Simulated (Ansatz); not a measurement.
CH4S2Zn (`C[S][Zn][SH]`). The species carries charge 0 and has multiplicity 1.

```xyz
8

C     0.700    0.409   -1.499
S    -1.050    0.495   -0.991
Zn   -0.942    0.032    1.115
S    -0.848   -0.404    3.233
H     0.718    0.630   -2.566
H     1.117   -0.585   -1.345
H     1.307    1.150   -0.982
H    -1.002   -1.725    3.036
```

(1) What are the harmonic wavenumbers in cm⁻¹ at PBE0-D4/def2-TZVP (Ansatz, finite differences of forces, unscaled)? (An estimate is asked.)

(2) Is this a minimum?

(3) Give the ideal-gas thermochemistry at 298.15 K and 1 bar (rigid rotor, harmonic oscillator; point group C1, symmetry number 1).

(4) And at 400, 500, 600, 800 and 1000 K?

Answers

(1) The calculation gave: 72, 85, 108, 121, 181, 333, 468, 642, 719, 963, 979, 1349, 1474, 1476, 2703, 3069, 3157, 3162.

(2) Yes, all 18 modes are real.

(3) Zero-point energy 126.0 kJ/mol; H(298) − E = 147.8 kJ/mol; entropy 366.5 J/(mol·K), of which translation 171.0, rotation 114.1, vibration 81.5; G(298) − E = 38.5 kJ/mol. Modes under 100 cm⁻¹ are hindered rotations or soft bends, so the harmonic entropy is rough.

(4) 
```tsv
T (K)	H − E (kJ/mol)	S (J/mol/K)	G − E (kJ/mol)
400	158.4	396.9	-0.4
500	169.7	422.2	-41.4
600	181.9	444.5	-84.8
800	208.3	482.3	-177.6
1000	236.7	514.0	-277.3
```
